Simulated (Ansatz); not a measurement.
AlBFH₄N (`[NH2][AlH][BH]F`), relaxed with RKS PBE0-D4/def2-TZVP in the Gaussian-basis code of Ansatz from a PBE-D4/def2-SVP geometry. The force threshold is 0.005 eV/Å; the program also tests the step.

Total charge 0; spin multiplicity 1.

Start:

```xyz
8

N     0.075   -1.563    0.542
Al   -0.708   -0.150   -0.236
B     0.435    1.687   -0.375
F     1.654    1.748    0.176
H    -0.345   -2.488    0.664
H     1.021   -1.563    0.931
H    -2.202   -0.392   -0.769
H     0.070    2.721   -0.932
```

(1) How much energy does the relaxation release, and in how many steps? (An estimate is asked.)

(2) Which bonds change most? (Estimate.)

(3) Give the relaxed structure. (Best estimate.)

## Answers

(1) Ansatz gave: 0.03 eV, in 5 steps, 1 of them rejected.

(2) Computed: N1–Al2 from 1.793 to 1.770 Å; B3–H8 from 1.230 to 1.208 Å; N1–H5 from 1.024 to 1.008 Å; N1–H6 from 1.024 to 1.008 Å.

(3) Ansatz gave: 
```xyz
8

N     0.078   -1.544    0.537
Al   -0.718   -0.166   -0.239
B     0.425    1.672   -0.376
F     1.636    1.709    0.173
H    -0.327   -2.458    0.667
H     1.012   -1.522    0.915
H    -2.198   -0.395   -0.771
H     0.092    2.705   -0.907
```
